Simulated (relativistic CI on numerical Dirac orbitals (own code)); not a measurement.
## What each ingredient does to the levels of Rh⁴¹⁺

Base calculation: Dirac-Coulomb-Breit CI, separate exchange-only KLI orbitals for each configuration, model QED, unscaled Slater integrals.

Configuration list (outside the closed core 1s2): 2s², 2s2p, 2p², 2p3s, 2p3p, 2s3s, 2s3p, 2s3d, 2s4s, 2s4p, 2s4d, 2s4f, 3s², 3s3p, 3p². Levels of other configurations are missing.

Variants: (1) QED terms removed. Shifts of the energy above 2s² ¹S0, in eV, for the lowest level and the first level of each name with at least 55 % of one term (blank where a level changes its place among those of its configuration and J or its character, or is not in the variant):

| Level | Base | Δ(1) |
| --- | --- | --- |
| 2s² ¹S0 | 0.00 | 0.00 |
| 2s2p ³P°0 | 82.13 | +3.21 |
| 2s2p ³P°1 | 99.27 | +3.21 |
| 2p² ³P0 | 237.65 | +6.49 |
| 2s2p ³P°2 | 247.49 | +2.89 |
| 2s2p ¹P°1 | 302.40 | +2.92 |
| 2p² ³P1 | 380.67 | +6.29 |
| 2p² ¹D2 | 394.12 | +6.29 |
| 2p² ³P2 | 554.16 | +5.97 |
| 2p² ¹S0 | 595.95 | +5.93 |
| 2s3s ³S1 | 3633.67 | +2.23 |
| 2s3s ¹S0 | 3650.60 | +2.27 |
| 2s3p ³P°0 | 3674.23 | +3.20 |
| 2s3p ³P°1 | 3675.01 | +3.20 |
| 2s3p ³P°2 | 3722.71 | +3.10 |
| 2p3s ³P°0 | 3738.53 | +5.63 |
| 2s3d ³D1 | 3739.97 | +3.50 |
| 2s3d ³D2 | 3745.17 | +3.20 |
| 2p3s ³P°1 | 3748.38 | +5.03 |
| 2s3d ³D3 | 3756.60 | +3.16 |
| 2p3p ³D1 | 3766.42 | +6.30 |
| 2s3d ¹D2 | 3768.45 | +3.22 |

At this charge energies of transitions that change n are usually good to better than 1 %, and those within a shell (Δn = 0) to a few per cent.

Ionisation energy from the two ground configurations alone: base 6436.59 eV; QED terms removed 6439.93 eV. The NIST ASD value (semi-empirical) is 6444 eV.

LS names give the leading component of a level, which can be under half, so a name can repeat, a term be missing and a line seem to break the LS rules.
